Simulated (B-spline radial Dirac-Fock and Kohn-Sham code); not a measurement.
Satellites and hypersatellites of the K lines of Se²⁻

System: selenium as Se²⁻, configuration [Ar] 3d10 4s2 4p6, inside a Watson sphere of charge +2 and radius 2.376 Å (a model of the Madelung potential; inside it an electron's potential energy is lowered by 12.1 eV).

Level of theory: Dirac-Fock (average of configuration) total-energy differences with a finite nucleus, the Breit interaction including its frequency dependence, and self-energy and vacuum-polarisation corrections; an atomic code on a B-spline grid. Each two-hole energy is an average over J within one jj subconfiguration, not an observable level; in light atoms, where LS coupling holds, the j-resolved values are not observed lines, and for a K spectator the Kα1 hypersatellite is nearly forbidden. Electron correlation is not included.

Lines without a spectator: Kα2 (K-L2) 11180.3 eV, Kα1 (K-L3) 11221.3 eV, Kβ3 (K-M2) 12486.0 eV, Kβ1 (K-M3) 12491.9 eV. Shifts in eV with one spectator hole (a dash: not computed, or left out as unreliable):

```
spectator hole     Kα2     Kα1     Kβ3     Kβ1
        K (1s)  +366.1  +371.1  +459.4  +460.2
    L2 (2p1/2)   +35.9   +44.3       –   +96.9
    L3 (2p3/2)   +39.3   +38.1   +91.5       –
    M2 (3p1/2)       –   +3.23   +7.19   +9.45
    M3 (3p3/2)   +2.71       –   +8.56   +8.03
    M4 (3d3/2)   -0.52   -1.80       –       –
    M5 (3d5/2)   -1.93   -1.10       –       –
```

With n spectator holes in 2p, averaged over the 2p shell (energies in eV):

```tsv
n	KαLⁿ	step	hypersatellite KαʰLⁿ
0	11207.6	–	11577.0
1	11247.5	+39.9	11618.1
2	11288.5	+41.0	11660.3
3	11330.5	+42.0	11703.5
4	11373.6	+43.1	11747.9
5	11417.8	+44.2	11793.3
```
